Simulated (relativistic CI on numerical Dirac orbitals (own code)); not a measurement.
**Hyperfine structure of Ru18+, mass number 99**

Computed by Dirac-Coulomb-Breit CI, separate exchange-only KLI orbitals for each configuration, model QED (radiative potential, 1s self-energy scaled to tabulated hydrogen-like ionisation energies), unscaled Slater integrals (own radial code, finite nucleus).

Configurations in the expansion (outside the closed core [Ne]): 3s2 3p6 3d8, 3s2 3p5 3d9, 3s2 3p4 3d10, 3s 3p6 3d9, 3p6 3d10, 3s2 3p6 3d7 4s, 3s 3p5 3d10, 3s2 3p6 3d7 4p, 3s2 3p6 3d7 4d, 3s2 3p6 3d6 4s2, 3s2 3p6 3d7 4f, 3s2 3p5 3d8 4s, 3s2 3p4 3d9 4s, 3s2 3p6 3d6 4s 4p, 3s2 3p6 3d7 5s, 3s2 3p4 3d9 4p. Levels of other configurations are missing.

Nuclear spin I = 5/2, μ = -0.641 μN, Q = 0.079 b (tables of Stone and Pyykkö). The electronic factors are computed for point nuclear moments, without core polarisation or the Bohr-Weisskopf and QED corrections.

```
            Level  E (cm⁻¹)  A (MHz)  B (MHz)
 3s2 3p6 3d8 3F_4         0    -1284     -428
 3s2 3p6 3d8 3F_3     31829    -1797     -294
 3s2 3p6 3d8 3P_2     61947    -1751     53.8
 3s2 3p6 3d8 3P_1     84219    65.46     -287
 3s2 3p6 3d8 1D_2     95098    -2380      404
 3s2 3p6 3d8 1G_4     98057    -1945    -1620
3s2 3p5 3d9 3F°_4   1381962    -3267    -4640
3s2 3p5 3d9 1D°_2   1408818    -2642     2220
```

Levels with J = 0, under 50 % of one LS term, or S terms without an open s electron are left out. Small factors come from cancelling terms and can be off by tens of per cent or more.

At this charge energies of transitions that change n are usually good to better than 1 %, and those within a shell (Δn = 0) to a few per cent. Terms inside the open d or f shell come out 10 to 20 % too wide with unscaled integrals.

Question: Give the hyperfine levels of 3s2 3p6 3d8 3F_4 relative to its centre of gravity.

Answer: With K = F(F + 1) − I(I + 1) − J(J + 1), E = AK/2 + B[¾K(K + 1) − I(I + 1)J(J + 1)]/[2I(2I − 1)J(2J − 1)]: F = 3/2: 15840, F = 5/2: 12760, F = 7/2: 8392, F = 9/2: 2696, F = 11/2: -4393, F = 13/2: -12950 MHz.

LS names give the leading component of a level, which can be under half, so a name can repeat, a term be missing and a line seem to break the LS rules.
